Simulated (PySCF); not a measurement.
MoF5, SMILES [F][Mo+]([F])([F])([F])[F], charge +1, multiplicity 1. Geometry optimised at PBE-D3(BJ)/def2-SVP. The spin state was assumed, not searched. The isomer is the one that the SMILES or the coordinates give; other isomers of the formula were not compared. The def2 effective core potentials stand for the cores of Mo; spin–orbit coupling is left out.

The numbers are results of PBE-D3(BJ)/def2-SVP in PySCF, not measurements.

Harmonic wavenumbers (cm⁻¹): 104, 104, 225, 225, 278, 313, 313, 695, 756, 783, 808, 808. Rotational constants (GHz): 2.788, 2.343, 2.343; symmetry number 6.

Question: Work out the zero-point energy and the ideal-gas rigid-rotor harmonic-oscillator thermochemistry at 298.15 K and 1 atm.

Answer: ZPE = ½ Σ hcν = ½ × 5411 cm⁻¹ = 32.37 kJ/mol. H − E(el) = 53.31 kJ/mol. Entropy in J/(mol K): translation 174.25, rotation 99.92, vibration 67.03, total 341.20. G − E(el) = -48.42 kJ/mol. Cp = 100.33 J/(mol K). Modes under 150 cm⁻¹ make the vibrational entropy uncertain.
